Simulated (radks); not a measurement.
The promethium ion Pm2+ inside a hard spherical wall (all orbitals vanish at R), configuration held at [Xe] 4f5 and not refilled when levels cross. Calculated with a radial shooting solver on a logarithmic mesh with Libxc functionals: scalar-relativistic Kohn-Sham, LDA (Slater exchange, Perdew-Wang correlation), spin-polarised, spherical densities, finite nucleus; open shells are filled with parallel spins first (spin-orbit coupling, left out, can overturn this in heavy ions); Fermi nuclear charge, rms radius 4.962 fm. Eigenvalues in eV for spin up, with the zero of energy where the potential of the charges vanishes at infinity; a dash marks a level that is unbound or too diffuse for the functional's potential to be trusted. A positive occupied level is held by the wall or, in an anion where self-interaction has pushed it up, behind a barrier. The pressure on the wall is -dE/dV.

R (bohr) = free: E (hartree) -10012.4398; kinetic (hartree) 10675.409; e(4d) -136.93; e(5s) -56.061; e(5p) -36.574; e(4f) -16.532; e(5d, empty) -14.035; e(6s, empty) -13.721; pressure (GPa) 0
R (bohr) = 15: E (hartree) -10012.4398; kinetic (hartree) 10675.409; e(4d) -136.93; e(5s) -56.061; e(5p) -36.574; e(4f) -16.532; e(5d, empty) -14.035; e(6s, empty) -13.721; pressure (GPa) < 0.0001
R (bohr) = 12: E (hartree) -10012.4398; kinetic (hartree) 10675.409; e(4d) -136.93; e(5s) -56.061; e(5p) -36.574; e(4f) -16.532; e(5d, empty) -14.035; e(6s, empty) -13.721; pressure (GPa) < 0.0001
R (bohr) = 10: E (hartree) -10012.4398; kinetic (hartree) 10675.409; e(4d) -136.93; e(5s) -56.061; e(5p) -36.573; e(4f) -16.532; e(5d, empty) -14.034; e(6s, empty) -13.718; pressure (GPa) < 0.0001
R (bohr) = 8: E (hartree) -10012.4398; kinetic (hartree) 10675.409; e(4d) -136.93; e(5s) -56.060; e(5p) -36.573; e(4f) -16.531; e(5d, empty) -14.027; e(6s, empty) -13.670; pressure (GPa) 0.000754
R (bohr) = 7: E (hartree) -10012.4397; kinetic (hartree) 10675.410; e(4d) -136.92; e(5s) -56.055; e(5p) -36.569; e(4f) -16.525; e(5d, empty) -13.999; e(6s, empty) -13.517; pressure (GPa) 0.00746
R (bohr) = 5: E (hartree) -10012.4338; kinetic (hartree) 10675.471; e(4d) -136.67; e(5s) -55.877; e(5p) -36.400; e(4f) -16.290; e(5d, empty) -13.341; e(6s, empty) -11.010; pressure (GPa) 1.32
R (bohr) = 2.5: E (hartree) -10009.7400; kinetic (hartree) 10689.991; e(4d) -117.47; e(5s) -39.550; e(5p) -17.007; e(4f) 2.287; e(5d, empty) 17.770; e(6s, empty) 70.154; pressure (GPa) 2570
R (bohr) = 2: E (hartree) -10002.4790; kinetic (hartree) 10720.012; e(4d) -93.673; e(5s) -10.516; e(5p) 18.028; e(4f) 27.015; e(5d, empty) 64.578; e(6s, empty) 179.72; pressure (GPa) 15800
R (bohr) = 1.5: E (hartree) -9969.8950; kinetic (hartree) 10836.616; e(4d) -34.341; e(5s) 98.267; e(5p) 142.80; e(4f) 93.279; e(5d, empty) 211.23; e(6s, empty) 496.65; pressure (GPa) 140000
